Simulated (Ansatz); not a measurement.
`[OH][AlH][SbH][Cl]` + `OCF` → `[OH][AlH][O]CF` + `[Cl][SbH2]`  (cleavage of the Al–Sb bond)

Isolated molecules relaxed with PBE0-D4/def2-TZVP in Ansatz; ΔE leaves out vibrations. CCSD(T)/CBS adds triple-zeta CCSD(T) − MP2 to the extrapolated MP2 energy (def2 sets, frozen cores). Functionals use def2-TZVPP. B3LYP here is the variant with VWN-RPA as its local correlation; programs differ in this. HSE06 is defined as in plane-wave codes. Elements past krypton have def2 core potentials. For Sb outer-core shells are correlated without core-valence functions, which leaves a few kJ/mol of doubt a bond. One conformer a species, not always the lowest.

| level | ΔE (kJ/mol) | difference from CCSD(T)/CBS |
| --- | --- | --- |
| LDA (SPW92) | -70.5 | 8.7 |
| PBE-D4 | -65.8 | 13.4 |
| revPBE-D4 | -67.3 | 11.9 |
| r2SCAN-D4 | -83.9 | -4.7 |
| B97M-V | -96.6 | -17.4 |
| B3LYP-D4 | -85.3 | -6.1 |
| r2SCANh-D4 | -83.3 | -4.1 |
| HSE06-D4 | -68.5 | 10.7 |
| BHLYP-D4 | -88.7 | -9.5 |
| CAM-B3LYP-D4 | -93.4 | -14.2 |
| ωB97X-V | -85.9 | -6.7 |
| ωB97M-V | -85.4 | -6.2 |
| B2PLYP | -88.6 | -9.4 |
| PBE-QIDH | -77.5 | 1.7 |
| PBE | -67.7 | 11.5 |
| revPBE | -67.1 | 12.1 |
| BLYP | -86.7 | -7.5 |
| r2SCAN | -84.2 | -5.0 |
| PBE0 | -71.1 | 8.1 |
| B3LYP | -88.6 | -9.4 |
| r2SCANh | -83.7 | -4.5 |
| r2SCAN0 | -83.1 | -3.9 |
| HSE06 | -70.5 | 8.7 |
| BHLYP | -94.4 | -15.2 |
| CAM-B3LYP | -95.7 | -16.5 |
| LC-ωPBE | -83.4 | -4.2 |
| RPA@PBE/def2-TZVPP | -87.7 | -8.5 |
| MP2/def2-SVP | -92.3 | -13.1 |
| CCSD/def2-SVP | -92.5 | -13.3 |
| CCSD(T)/def2-SVP | -90.4 | -11.2 |
| HF/def2-TZVPP | -100.0 | -20.8 |
| MP2/def2-TZVPP | -83.9 | -4.7 |
| SCS-MP2/def2-TZVPP | -89.9 | -10.7 |
| CCSD/def2-TZVPP | -89.0 | -9.8 |
| CCSD(T)/def2-TZVPP | -85.8 | -6.6 |
| MP2/def2-QZVPP | -80.9 | -1.7 |
| SCS-MP2/def2-QZVPP | -87.2 | -8.0 |
| HF/CBS(def2) | -102.5 | -23.3 |
| MP2/CBS(def2) | -77.3 | 1.9 |
| CCSD/CBS(def2) | -82.4 | -3.2 |
| CCSD(T)/CBS | -79.2 | 0 |

Largest T1 diagnostic among the species: 0.014.

From PBE to PBE0 (25 % exact exchange), in def2-TZVPP and without D4, ΔE moves by −3.4 kJ/mol. The D4 term adds +3.3 kJ/mol with B3LYP and +1.9 kJ/mol with PBE0; it sums over pairs of atoms, weighted by their polarisabilities, and B3LYP, whose exchange is more repulsive, gets the larger term.
